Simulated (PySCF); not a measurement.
OPb, singlet, geometry from GFN2-xTB (such geometries of metal compounds can be far from the true shape) (core potentials on Pb). Base run: R2SCAN/def2-TZVP run with PySCF.

The PySCF input:
```python
from pyscf import gto, scf, dft

mol = gto.Mole()
mol.atom = '''
    Pb   -0.000000   -0.000000   -0.170633
    O     0.000000    0.000000    1.748993
'''
mol.basis = 'def2-tzvp'
mol.ecp = {'Pb': 'def2-tzvp'}
mol.charge = 0
mol.spin = 0
mol.verbose = 4
mol.build()

mf = dft.RKS(mol)
mf.xc = 'r2scan'
mf.kernel()
```

Variants of this job, named by their change:

```
change                                     ΔE vs base (µEh)  grid points  electrons on the grid
-----------------------------------------  ----------------  -----------  ---------------------
base                                                    0.0        37312               30.00000
small_rho_cutoff = 0                                    0.0        37312               30.00000
grids.becke_scheme = stratmann                         -2.0        37312               30.00000
grids.atom_grid = (30, 110)                            4557         4872               29.99956
grids.radi_method = mura_knowles                       52.6        32488               30.00000
grids.prune = dft.gen_grid.treutler_prune              -0.5        35440               30.00000
grids.radi_method = delley                             40.2        34496               30.00000
grids.level = 7                                        38.6       180160               30.00000
grids.atom_grid = (150, 974)                           39.2       148360               30.00000
grids.level = 5                                        56.8        92032               30.00000
grids.atom_grid = (50, 194)                            -693        12624               30.00006
```
